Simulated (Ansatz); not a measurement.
# Worked example: C2H5BrMg + HOF → C2H6MgO + BrF

Species: C2H5BrMg `C[CH2][Mg][Br]`, singlet; HOF (hypofluorous acid) `OF`, singlet; C2H6MgO `C[CH2][Mg][OH]`, singlet; BrF, singlet. The partners trade Br for OH: Mg–Br and F–OH bonds give way to Mg–OH and F–Br.

Shapes, held fixed at every level: PBE0-D4/def2-TZVP. Programs: Ansatz 0.2.0. The zero-point and thermal change to 298 K, harmonic and unscaled (PBE0-D4/def2-TZVP), is -3.1 kJ/mol.

At CCSD(T)/def2-TZVPP; 1 Eh = 2625.50 kJ/mol:

```
 species   energy (Eh)
C2H5BrMg  -2851.664364
     HOF   -175.341719
 C2H6MgO   -354.657287
     BrF  -2672.378628
```

Problem. Work out ΔH(298 K) of the reaction at this level.

Solution. 
1. Products less reactants: (-354.657287) + (-2672.378628) − [(-2851.664364) + (-175.341719)] = -0.029832 Eh = -78.3 kJ/mol.
2. With the thermal change: -78.3 + (-3.1) = -81.4 kJ/mol.

Other levels give -88.8 (B3LYP-D4/def2-TZVPP) to -58.4 kJ/mol (CCSD(T)/def2-SVP). No measured value is set beside it here. Relativity is left out for Br. Outer-core shells of Br, Mg are correlated in most correlated rows, in sets that cover them unevenly.
